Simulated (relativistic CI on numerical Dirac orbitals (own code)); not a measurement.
Sensitivity of the levels of Bi25+ to α and to the nuclear radius

Computed by Dirac-Coulomb-Breit CI, separate exchange-only KLI orbitals for each configuration, derivatives by finite differences, unscaled Slater integrals, QED left out (own radial code, finite nucleus).

Configuration list (outside the closed core [Ar] 3d10 4s2): 4p6 4d10 4f12, 4p6 4d10 4f11 5s, 4p6 4d10 4f10 5s2, 4p6 4d10 4f11 5p, 4p6 4d9 4f13, 4p6 4d8 4f14, 4p6 4d10 4f11 5d, 4p5 4d10 4f13. Levels of other configurations are missing.

With x = (α/α₀)² − 1 an excitation energy changes as ω = ω₀ + qx; K = 2q/ω₀ is the relative enhancement. Terms are leading LS components, so labels can repeat. The field-shift factor is F = δν/δ⟨r²⟩ for the transition from the lowest level.

Lowest level 4p6 4d10 4f12 3H_6.

```csv
Level,ω₀ (cm⁻¹),q (cm⁻¹),K,F (GHz/fm²)
4p6 4d10 4f12 3F_4,10758,-1673,-0.311,0.067
4p6 4d10 4f12 3H_5,42694,40910,1.92,3.03
4p6 4d10 4f12 1D_2,42926,5783,0.269,0.989
4p6 4d10 4f12 3F_4,53697,41980,1.56,3.26
4p6 4d10 4f12 3F_3,57334,41380,1.44,3.28
4p6 4d10 4f12 3P_2,89111,41850,0.939,3.81
4p6 4d10 4f12 3H_4,94297,82660,1.75,6.26
4p6 4d10 4f12 3P_0,96174,11120,0.231,2.25
4p6 4d10 4f12 1I_6,103620,37000,0.714,3.77
4p6 4d10 4f12 3P_1,112263,41500,0.739,4.14
4p6 4d10 4f12 1D_2,131327,75660,1.15,6.41
4p6 4d10 4f12 1S_0,212975,70400,0.661,7.82
4p6 4d10 4f11 5s 5I°_8,607264,-694800,-2.29,1370
```

At this charge transitions that keep the count of f electrons are usually good to a few per cent. Terms inside the open d or f shell come out 10 to 20 % too wide with unscaled integrals. Levels that differ in their count of f electrons can be misplaced by several ten thousand cm⁻¹, since the correlation energy of f electrons is missing or only estimated; rates across such gaps can be off by orders of magnitude.
